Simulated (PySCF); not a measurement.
Computed shifts of a molecule C₃H₄BrF, PySCF with KT2/pcSseg-1, GIAO, gas phase, atoms alike by connectivity averaged where their shifts nearly agree, in ppm (number of nuclei): ¹⁹F: -170.2 (1). ¹³C: 106.5 (1), 22.8 (2). ¹H: 1.77 (2), 1.53 (2). References: ¹⁹F against CFCl3 (σ = 127.1 ppm); ¹³C against TMS (σ = 185.1 ppm); ¹H against TMS (σ = 31.47 ppm), references at their B3LYP-D3(BJ)/def2-TZVP geometries, non-relativistic (without spin–orbit terms, shifts of atoms bonded to Cl or Br come out too high). Geometry optimised at B3LYP-D3(BJ)/def2-SVP. One conformer was computed; it need not be the lowest.

Task: Which structure fits?
(A) C/C(F)=C\Br
(B) FC1(Br)CC1
(C) F[C@@H]1C[C@H]1Br
(D) C/C(Br)=C\F

Result: B, FC1(Br)CC1
